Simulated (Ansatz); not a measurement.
GaH2 (`[GaH2]`) radical, relaxed with UKS PBE-D4/def2-SVP in Ansatz from a rough embedded geometry. The force threshold is 0.03 eV/Å; the program also tests the step.

Charge 0, multiplicity 2.

Start:

```xyz
3

Ga    0.121   -0.083   -0.018
H     0.706    1.114    0.406
H    -0.827   -1.031   -0.388
```

Problem. By how much does the energy fall, and how many steps does the optimiser take? (Estimate.)

Solution. Computed: 96.92 kJ/mol, in 5 steps.

Problem. Which bonds change most? (Estimate.)

Solution. The calculation gave: Ga1–H3 from 1.391 to 1.614 Å; Ga1–H2 from 1.398 to 1.614 Å.

Problem. Give the relaxed structure. (An estimate is asked.)

Solution. Ansatz gave: 
```xyz
3

Ga    0.445   -0.296   -0.062
H     0.556    1.236    0.434
H    -1.001   -0.941   -0.372
```
